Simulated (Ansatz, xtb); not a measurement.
**Isomers of BGeH8NO in order of energy**

7 gas-phase structures of BGeH8NO, found in a search over its isomers (lower ones may exist). Each was relaxed with GFN2-xTB; where two conformers were screened, the lower at r2SCAN-D4/def2-SVP is listed:

A. `[NH3+][BH2-][GeH2][OH]`, a singlet
B. `[BH3-][OH+][GeH2][NH2]`, a singlet
C. a singlet given by its coordinates
D. `[NH3+][BH2-][O][GeH3]`, a singlet
E. `[BH3-][NH2+][GeH2][OH]`, a singlet
F. a singlet given by its coordinates
G. `O[BH2-][NH2+][GeH3]`, a singlet

F (Å):

```xyz
12

B     0.2595    1.2494    1.7596
Ge    2.1455    2.1051    1.7147
N     0.6625   -0.4638    1.9024
O    -0.5265    1.3424    0.6071
H     1.1274   -0.6193    2.7899
H    -0.2061   -0.9866    1.8585
H     1.2718   -0.7403    1.1387
H    -0.3794    1.4296    2.7404
H    -0.0250    1.4328   -0.2025
H     2.3810    3.5887    1.6705
H     3.1075    1.7014    2.8169
H     2.9843    1.6791    0.5146
```

Close contacts (Å): B1–Ge2 2.07, B1–N3 1.77, B1–O4 1.40, B1–H8 1.18, Ge2–H10 1.50, Ge2–H11 1.52, Ge2–H12 1.52, N3–H5 1.01, N3–H6 1.01, N3–H7 1.02, O4–H9 0.96.

C (Å):

```xyz
12

B    -1.4805   -0.6528    1.6609
Ge    0.2361    1.4723    1.0292
N    -0.2985   -0.3394    0.6048
O    -1.6447    0.7434    2.1554
H    -2.1676    0.8104    2.9499
H    -1.0715   -1.3998    2.5003
H    -2.4460   -1.0528    1.0812
H    -0.6493   -0.4039   -0.3448
H     0.4632   -1.0050    0.6810
H     0.8478    1.5574    2.3827
H     1.4027    1.5606    0.0322
H    -0.7455    2.4979    0.5914
```

Close contacts (Å): B1–N3 1.62, B1–O4 1.49, Ge2–N3 1.94, Ge2–O4 2.31, B1–H6 1.20, B1–H7 1.20, Ge2–H10 1.49, Ge2–H11 1.54, Ge2–H12 1.49, N3–H8 1.01, N3–H9 1.01, O4–H5 0.95.

Make a reasoned guess at their ranking by r2SCAN-D4/def2-SVP single-point energy.

Calculated order at r2SCAN-D4/def2-SVP: D (0.0), F (19.2), C (21.7), G (28.8), A (38.1), E (62.5), B (114.1) kJ/mol. Less than 1 kcal/mol parts F and C, so the order within that pair means little.

Energies above the lowest of each column, in kJ/mol; the last columns are at B3LYP-D3(BJ)/def2-SVP geometries and were run for some of them only (a dash: not run or not comparable):

| structure | GFN2-xTB | HF/STO-3G | r2SCAN-D4/def2-SVP | B3LYP-D3(BJ)/def2-SVP | CCSD(T)/def2-SVP + ΔMP2/def2-TZVPP |
| --- | --- | --- | --- | --- | --- |
| D | 0.0 | 43.9 | 0.0 | 0.0 | 0.0 |
| F | 91.6 | 106.6 | 19.2 | 30.0 | 34.8 |
| C | 16.5 | 0.0 | 21.7 | 28.1 | 27.8 |
| G | 70.7 | 24.1 | 28.8 | 36.4 | – |
| A | 50.2 | 158.2 | 38.1 | 50.6 | – |
| E | 48.8 | 71.8 | 62.5 | – | – |
| B | 78.1 | 73.1 | 114.1 | – | – |

CCSD(T)/def2-SVP + ΔMP2/def2-TZVPP puts D lowest of those it was run on; HF/STO-3G picks C. CCSD(T)/def2-SVP + ΔMP2/def2-TZVPP orders those it was run on as D (0.0), C (27.8), F (34.8) kJ/mol. Some further structures that were screened fall inside this span and aren't listed. Flexible structures stand in one conformer each, not always the lowest. Frequencies (B3LYP-D3(BJ)/def2-SVP) were run for C, D, F alone. ΔMP2 is the change of the MP2 energy from the smaller to the larger basis.

Over these structures GFN2-xTB departs from r2SCAN-D4/def2-SVP by 27.4 kJ/mol on average once a common shift is removed. A GFN2-xTB relaxation took about 0.071 s and the r2SCAN-D4/def2-SVP energy about 2.3 s on a shared host (Ansatz 0.2.0, xtb 6.7.1).
